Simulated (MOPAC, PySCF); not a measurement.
H7BSi2, SMILES `B([SiH3])[SiH3]`, neutral singlet in the gas phase. 

Z-matrix (Å, degrees):
```
B
H 1 1.1903
Si 1 2.0075 2 119.44
H 3 1.4794 1 114.50 2 -29.15
H 3 1.4806 4 108.74 1 126.70
H 3 1.4861 4 108.24 5 116.71
Si 1 2.0076 2 119.31 3 179.98
H 7 1.4795 1 114.39 2 -30.12
H 7 1.4805 8 108.74 1 126.73
H 7 1.4860 8 108.24 9 116.72
```
Charge 0, spin multiplicity 1.

All levels are single points at this geometry (M06-2X/def2-TZVP); Pople sets use spherical d functions. Orbital energies aren't observables, and empty levels follow the basis.

PM6 in MOPAC gives gap (eV) = 7.32.

Problem. Estimate the gap (eV) from each of these levels: B3LYP-D3(BJ)/def2-TZVP in PySCF; M06-2X/def2-TZVP in PySCF; PBE-D3(BJ)/def2-TZVP in PySCF; B3LYP/6-311+G** in PySCF; BP86/6-31G* in PySCF; M06-2X/6-31G* in PySCF; PM3 in MOPAC; PM7 in MOPAC.

Solution. 
```tsv
level	gap (eV)
B3LYP-D3(BJ)/def2-TZVP in PySCF	4.77
M06-2X/def2-TZVP in PySCF	7.15
PBE-D3(BJ)/def2-TZVP in PySCF	3.02
B3LYP/6-311+G** in PySCF	4.83
BP86/6-31G* in PySCF	3.19
M06-2X/6-31G* in PySCF	7.32
PM3 in MOPAC	10.39
PM7 in MOPAC	9.19
```
